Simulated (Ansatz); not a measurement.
Input file for Ansatz (a quantum-chemistry and plane-wave program): R-CCSD(T)/cc-pVTZ on BFH4N2 (SMILES NB(N)F), a point of a torsion scan.

Ansatz 0.2 input:
```yaml
crystal:
  periodic: [false, false, false]
  atoms:
    - {symbol: N, position_ang: [1.00214887, -0.53608105, 0.18081820]}
    - {symbol: B, position_ang: [0.32907182, 0.63482176, 0.63007177]}
    - {symbol: N, position_ang: [0.65241171, 1.93200317, 0.21891552]}
    - {symbol: F, position_ang: [-0.81459769, 0.49001565, 1.32427591]}
    - {symbol: H, position_ang: [1.31003242, -1.22052569, 0.85046599]}
    - {symbol: H, position_ang: [1.74764227, -0.38170820, -0.48143392]}
    - {symbol: H, position_ang: [0.05362115, 2.71153104, 0.42292605]}
    - {symbol: H, position_ang: [1.43991172, 2.16776012, -0.35490164]}
basis:
  gaussian:
    orbitals: cc-pVTZ
magnetization: {spin_polarized: false}
correlation: {method: ccsd_t, electrons: outside_noble_gas}
scf: {lower_state_search: off}
```

It printed:

```
WARN ansatz: RAYON_NUM_THREADS=1 ignored (pool sized by the plan → 1); use --threads N
Functional definition: HF
these checks for a lower state are left out or cut short: stability, starts, cluster_reference, orbital_swaps, neighbouring_geometries, increment
integrals: 0.56 GiB planned
1031 factors; integrals over basis functions are off by at most 8.8e-4 eV
mean field: 0.40 GiB planned
mean field evaluation 1: about -6407.0640 eV, gradient 4.5e1 eV
mean field evaluation 2: about -6407.0668 eV, gradient 4.5e1 eV
mean field evaluation 4: about -6410.8903 eV, gradient 2.7e0 eV
mean field evaluation 8: about -6410.9167 eV, gradient 2.0e-1 eV
mean field -6410.91684094 eV, -235.5968484290 hartree, gradient 4.1e-6 eV, S^2 0.000000; 0 other end points of the search recorded, 0 dependent functions left out
4 core orbitals not correlated
reference -6410.91684094 eV, -235.5968484290 hartree; 12, 12 occupied and 160, 160 virtual orbitals, 1031 factors
second order -21.11324504 eV of doubles, -0.00000000 eV of singles
coupled cluster: 1.77 GiB planned
cycle   1  -21.14109770 eV  change   -2.8e-2 eV  update   8.1e-2
cycle   2  -21.53479136 eV  change   -3.9e-1 eV  update   2.3e-2
cycle   3  -21.62405957 eV  change   -8.9e-2 eV  update   1.2e-2
cycle   4  -21.61357530 eV  change    1.0e-2 eV  update   2.8e-3
cycle   5  -21.61198888 eV  change    1.6e-3 eV  update   1.1e-3
cycle   6  -21.61250809 eV  change   -5.2e-4 eV  update   3.6e-4
cycle   7  -21.61226496 eV  change    2.4e-4 eV  update   1.1e-4
cycle   8  -21.61219873 eV  change    6.6e-5 eV  update   3.8e-5
cycle   9  -21.61220427 eV  change   -5.5e-6 eV  update   1.7e-5
perturbative correction -0.74702685 eV, -0.0274527306 hartree
Total energy: -6433.27607206 eV, -236.4185350172 hartree
Checks for a lower state left out: stability, starts, cluster_reference, orbital_swaps, neighbouring_geometries, increment
```

Self-consistency was reached.

Cost: roughly 27 core-seconds.
